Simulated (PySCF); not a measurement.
## From computed data to an observable: chemical shift, span and skew from a shielding tensor

FGeHO, SMILES [Ge]([F])[OH] (connectivity only; charge and spin as stated), neutral, multiplicity 1. Atoms are numbered in the order given.

```xyz
4

Ge     0.4206     0.0271     0.0000
F     -0.7766     1.3008     0.0000
O     -0.7629    -1.2998     0.0000
H     -0.3653    -2.1756     0.0000
```
Charge 0, spin multiplicity 1.

Geometry: PBE0-D3(BJ)/def2-TZVP. The values are those of a single conformer.

GIAO shieldings from KT2/pcSseg-2 in PySCF, non-relativistic, no solvent. The symmetric part of the tensor of F2 has the principal values -208.1, 217.5, 323.2 ppm. The same nucleus in CFCl3 has σ = 125.1 ppm at this level (PySCF, at its B3LYP-D3(BJ)/def2-TZVP geometry).

Question: Work out the isotropic shielding, the ¹⁹F shift against CFCl3, the span and the skew.

Answer: 
σ(iso) = (σ11 + σ22 + σ33)/3 = 110.9 ppm. δ = σ(ref) − σ(iso) = 125.1 − (110.9) = 14.2 ppm.
Span Ω = σ33 − σ11 = 531.3 ppm. Skew κ = 3(σ(iso) − σ22)/Ω = -0.60. Tumbling in solution averages the tensor to δ; in a static solid the shielding alone would spread this spin-1/2 line over Ω.
